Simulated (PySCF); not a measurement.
C₂H₇GaOS₂, singlet, at a GFN2-xTB geometry (such geometries of metal compounds can be far from the true shape); CASSCF(4,6)/STO-3G in PySCF.

Here is a job for PySCF.
```python
from pyscf import gto, scf, mcscf
import numpy

mol = gto.M(
    atom='''
Ga    0.15696084    0.36671236    0.25734797
O     0.26904822    2.06162396    0.64761856
H     0.72997903    2.55104416    1.32420435
S    -1.15061717   -0.07797556   -1.52345647
C    -1.67393605    1.62208376   -1.94137558
H    -2.24123181    2.04732392   -1.11865142
H    -2.30113356    1.52826374   -2.82237152
H    -0.80429450    2.23432161   -2.16134478
S     1.24309300   -1.21108286    1.45172626
C     0.71646370   -2.71662625    0.54623289
H     0.19360433   -3.36086246    1.24596423
H     1.60878698   -3.21237895    0.17747804
H     0.06133822   -2.45659706   -0.28547455
''',
    basis='sto-3g',
    verbose=4,
)

mf = scf.RHF(mol)
mf.kernel()
mc = mcscf.CASSCF(mf, 6, 4)
mc.fix_spin_(ss=0.0)
mc.kernel()
occ = numpy.linalg.eigvalsh(mc.fcisolver.make_rdm1(mc.ci, mc.ncas, mc.nelecas))[::-1]
ss = mc.fcisolver.spin_square(mc.ci, mc.ncas, mc.nelecas)[0]
print('natural occupations', occ.round(4), ' <S^2>', round(ss, 4))
```

The log (banner, timings and long lists left out):

```
PySCF version 2.14.0

[INPUT] verbose = 4
[INPUT] num. atoms = 13
[INPUT] num. electrons = 90
[INPUT] charge = 0
[INPUT] spin (= nelec alpha-beta = 2S) = 0
[INPUT] symmetry False subgroup None
[INPUT] Mole.unit = angstrom
[INPUT] Symbol           X                Y                Z      unit          X                Y                Z       unit  Magmom
[...]
nuclear repulsion = 646.557882698174
number of shells = 34
number of NR pGTOs = 174
number of NR cGTOs = 58
basis = sto-3g
ecp = {}

******** <class 'pyscf.scf.hf.RHF'> ********
method = RHF
initial guess = minao
damping factor = 0
level_shift factor = 0
DIIS = <class 'pyscf.scf.diis.CDIIS'>
diis_start_cycle = 1
diis_space = 8
diis_damp = 0
SCF conv_tol = 1e-09
SCF conv_tol_grad = None
SCF max_cycles = 50
direct_scf = True
direct_scf_tol = 1e-13
Set gradient conv threshold to 3.16228e-05
Initial guess from minao.
init E= -2837.54389842782
[...]
cycle= 1 E= -2839.83627741013  delta_E= -2.29  |g|= 0.637  |ddm|= 4.38
[...]
cycle= 2 E= -2840.02657225804  delta_E= -0.19  |g|= 0.208  |ddm|= 1.46
[...]
cycle= 3 E= -2840.04363145308  delta_E= -0.0171  |g|= 0.054  |ddm|= 0.368
[...]
cycle= 4 E= -2840.04529588754  delta_E= -0.00166  |g|= 0.0139  |ddm|= 0.126
[...]
cycle= 5 E= -2840.0454407962  delta_E= -0.000145  |g|= 0.00496  |ddm|= 0.0399
[...]
cycle= 6 E= -2840.04547014232  delta_E= -2.93e-05  |g|= 0.00252  |ddm|= 0.0183
[...]
cycle= 7 E= -2840.04548498726  delta_E= -1.48e-05  |g|= 0.00084  |ddm|= 0.0203
[...]
cycle= 8 E= -2840.04548664333  delta_E= -1.66e-06  |g|= 0.000226  |ddm|= 0.00748
[...]
cycle= 9 E= -2840.0454867445  delta_E= -1.01e-07  |g|= 8.74e-05  |ddm|= 0.00156
[...]
cycle= 10 E= -2840.04548676096  delta_E= -1.65e-08  |g|= 3.64e-05  |ddm|= 0.00057
[...]
cycle= 11 E= -2840.04548676416  delta_E= -3.2e-09  |g|= 1.88e-05  |ddm|= 0.000227
[...]
cycle= 12 E= -2840.04548676525  delta_E= -1.09e-09  |g|= 7.52e-06  |ddm|= 0.000155
[...]
cycle= 13 E= -2840.04548676541  delta_E= -1.66e-10  |g|= 2.82e-06  |ddm|= 6.38e-05
[...]
Extra cycle  E= -2840.04548676542  delta_E= -6.37e-12  |g|= 1.88e-06  |ddm|= 8.72e-06
converged SCF energy = -2840.04548676542

******** <class 'pyscf.mcscf.mc1step.CASSCF'> ********
CAS (2e+2e, 6o), ncore = 43, nvir = 9
max_cycle_macro = 50
max_cycle_micro = 4
conv_tol = 1e-07
conv_tol_grad = None
orbital rotation max_stepsize = 0.02
orbital rotation threshold for CI restart = 0.01
augmented hessian ah_max_cycle = 30
augmented hessian ah_conv_tol = 1e-12
[...]
CASCI E = -2840.04788164512  S^2 = 0.0000000
[...]
               |grad[o]|=0.00207  |grad[c]|=0.00164  |ddm|=0.00158  |maxRot[o]|=0.049
macro iter  41 ( 21 JK    4 micro), CASSCF E = -2840.06689396066  dE = -8.29582450e-06  S^2 = 0.0000000
               |grad[o]|=0.00162  |grad[c]|=0.00212  |ddm|=0.00286  |maxRot[o]|=0.00335
macro iter  42 (  7 JK    2 micro), CASSCF E = -2840.06701463910  dE = -1.20678449e-04  S^2 = 0.0000000
               |grad[o]|=0.0015  |grad[c]|=0.000759  |ddm|=0.00534  |maxRot[o]|=0.0368
macro iter  43 (  5 JK    2 micro), CASSCF E = -2840.06706680466  dE = -5.21655597e-05  S^2 = 0.0000000
               |grad[o]|=0.00123  |grad[c]|=0.000967  |ddm|=0.00344  |maxRot[o]|=0.0218
macro iter  44 (  9 JK    3 micro), CASSCF E = -2840.06696539434  dE =  1.01410321e-04  S^2 = 0.0000000
               |grad[o]|=0.00117  |grad[c]|=0.00163  |ddm|=0.00203  |maxRot[o]|=0.0502
macro iter  45 ( 21 JK    4 micro), CASSCF E = -2840.06695774153  dE =  7.65281357e-06  S^2 = 0.0000000
               |grad[o]|=0.00159  |grad[c]|=0.00171  |ddm|=0.00231  |maxRot[o]|=0.00641
macro iter  46 ( 25 JK    4 micro), CASSCF E = -2840.06700789053  dE = -5.01490013e-05  S^2 = 0.0000000
               |grad[o]|=0.0014  |grad[c]|=0.000696  |ddm|=0.000875  |maxRot[o]|=0.0153
macro iter  47 ( 17 JK    4 micro), CASSCF E = -2840.06705759500  dE = -4.97044666e-05  S^2 = 0.0000000
               |grad[o]|=0.00101  |grad[c]|=0.002  |ddm|=0.00269  |maxRot[o]|=0.0194
macro iter  48 (  5 JK    2 micro), CASSCF E = -2840.06708536993  dE = -2.77749336e-05  S^2 = 0.0000000
               |grad[o]|=0.000805  |grad[c]|=0.000602  |ddm|=0.00212  |maxRot[o]|=0.0158
macro iter  49 (  8 JK    3 micro), CASSCF E = -2840.06705198176  dE =  3.33881703e-05  S^2 = 0.0000000
               |grad[o]|=0.00076  |grad[c]|=0.000807  |ddm|=0.000781  |maxRot[o]|=0.0273
macro iter  50 ( 21 JK    4 micro), CASSCF E = -2840.06704731201  dE =  4.66975098e-06  S^2 = 0.0000000
               |grad[o]|=0.000883  |grad[c]|=0.00136  |ddm|=0.00156  |maxRot[o]|=0.0111
1-step CASSCF not converged,  50 macro (717 JK 159 micro) steps
CASSCF canonicalization
Density matrix diagonal elements [1.97777379e+00 1.96348705e+00 1.73476846e-02 3.54462237e-02
 1.02832505e-03 4.91692177e-03]
CASSCF energy = -2840.06704731201
CASCI E = -2840.06704731201  E(CI) = -3.65995427745793  S^2 = 0.0000000
natural occupations [1.9831e+00 1.9612e+00 3.9200e-02 1.5100e-02 1.2000e-03 1.0000e-04]  <S^2> 0.0
```

Convergence was not reached.
